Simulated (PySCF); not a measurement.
B(H)(Me)2(MeCN), C4H10BN, singlet (GFN2-xTB optimised geometry):

```
16

B      0.269    -0.063     0.000
H      1.462    -0.063     0.000
C     -0.375    -1.029    -1.154
H     -0.001    -2.050    -1.092
H     -0.119    -0.648    -2.138
H     -1.462    -1.071    -1.093
C     -0.376     1.442     0.000
H     -1.462     1.422     0.067
H     -0.116     1.954    -0.923
H     -0.004     2.050     0.824
C     -0.999    -1.694     3.486
C     -0.522    -1.122     2.264
N     -0.128    -0.664     1.286
H     -1.810    -1.084     3.886
H     -0.191    -1.738     4.216
H     -1.369    -2.703     3.300
```

Method: PySCF with CAM-B3LYP/def2-TZVP.

Question: What are the frontier orbital energies and the dipole moment?

Answer: HOMO-2 -10.62 eV, HOMO-1 -8.56 eV, HOMO -8.49 eV, LUMO 0.70 eV, LUMO+1 0.72 eV; dipole moment 7.20 D.

On the same geometry PySCF with PBE/def2-TZVP gives HOMO-2 -7.74 eV, HOMO-1 -6.01 eV, HOMO -5.98 eV, LUMO -1.35 eV, LUMO+1 -1.34 eV; dipole moment 6.47 D.

Meta-Löwdin charges at CAM-B3LYP/def2-TZVP: B1 -0.12, H2 -0.02, C3 -0.43, H4 0.09, H5 0.11, H6 0.09, C7 -0.43, H8 0.09, H9 0.11, H10 0.09, C11 -0.35, C12 0.19, N13 0.10, H14 0.17, H15 0.17, H16 0.17.
